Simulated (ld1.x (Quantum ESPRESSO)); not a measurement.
**Ranking TM semilocal potentials for Ce**

All share these settings but for the change named:

Ce, norm-conserving Troullier–Martins (semilocal form), made with ld1.x (Quantum ESPRESSO) 7.5 (LDA (PZ), scalar-relativistic). Core [Kr] 4d10 5s2, reference 4f1 5p6 5d1 6s1.5 6p0 (charge +0.5). Waves: 5p (bound): rc 2.80 bohr; 5d (bound): rc 2.40 bohr; 4f (bound): rc 1.65 bohr; 6s (bound): rc 3.20 bohr. Local part: the s channel. Core correction: Bessel-smoothed model core inside 1.70 bohr.

Test errors are all-electron minus pseudo excitation energies from the reference, over 4f1 5p6 5d1 6s2 6p0; 4f1 5p6 5d1 6s1 6p0; 4f1 5p6 5d1 6s0 6p0; 4f2 5p6 5d0 6s2 6p0; 4f2 5p6 5d0 6s1 6p0; 4f2 5p6 5d1 6s0 6p0; 4f0 5p6 5d1 6s2 6p0. None of these files shows a bound ghost.

The base gives 216.8 meV.

Of 12 variants that were run, those that failed, showed a ghost or another fault, or gave nearly equal values are left out.

A variant can come out equal or close to the base, since the largest error may sit in a test that the change hardly touches while other tests move.

Task: Rank these variants by their largest absolute test error, smallest first.
A. wave 6s (bound): rc 3.20 bohr becomes 6s (bound): rc 4.76 bohr
B. wave 4f (bound): rc 1.65 bohr becomes 4f (bound): rc 2.02 bohr
C. core correction Bessel-smoothed model core inside 1.42 bohr
D. core correction Bessel-smoothed model core inside 1.88 bohr

Result: D (201.5 meV), C (250.5 meV), A (331.2 meV), B (538.3 meV).
